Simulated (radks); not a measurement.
Problem. Neutral manganese, [Ar] 3d5 4s2. All-electron calculation, non-relativistic Kohn-Sham, exchange-only PBE, spin-polarised, spherical densities, point nucleus. Program: a radial shooting solver on a logarithmic mesh with Libxc functionals. Every spin shell is full or empty, so the densities are truly spherical. Functionals are evaluated on that one density, not self-consistently. Rank these exchange functionals by their error against the exact value of the orbitals, and give that value: LDA, B88, PW91, PW86, SOGGA, G96, revTPSS, SCAN, MS2, MVS.

Solution. Exact: -50.8406 hartree. From best to worst, with 100 (|E| - |E exact|)/|E exact| (equal figures are ties): MS2 -0.01, MVS +0.03, PW91 +0.19, B88 +0.25, SCAN +0.41, G96 +0.42, revTPSS -0.47, PW86 +0.51, SOGGA -2.77, LDA -6.41.
